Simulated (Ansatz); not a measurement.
Mulliken charges of CH4BrIn, SMILES `[CH3][InH][Br]` from PBE/def2-TZVPP in Ansatz (PBE0-D4/def2-TZVP geometry).

```tsv
atom	x (Å)	y (Å)	z (Å)	charge (e)
C1	-0.957	0.398	-0.297	-0.530
In2	1.054	-0.247	0.000	0.665
Br3	1.292	-1.543	2.124	-0.400
H4	-1.071	0.956	-1.226	0.123
H5	-1.606	-0.479	-0.313	0.123
H6	-1.251	1.024	0.546	0.123
H7	2.539	-0.109	-0.834	-0.103
```

By hand: the dipole of these point charges (1 e Å = 4.8032 D).

Σ q r = (-0.053, 0.438, -0.728) e Å, of length 0.851 e Å = 4.09 D.

How does the dipole of the full density compare? (Best estimate.)

The calculation gave: (-0.224, 0.356, -0.519) e Å, 3.21 D; the point charges give 1.27 times that, at 16° from its direction.

Point charges leave out the atoms' own dipoles, such as those of lone pairs, and Mulliken's split depends on the basis, so the two needn't agree.
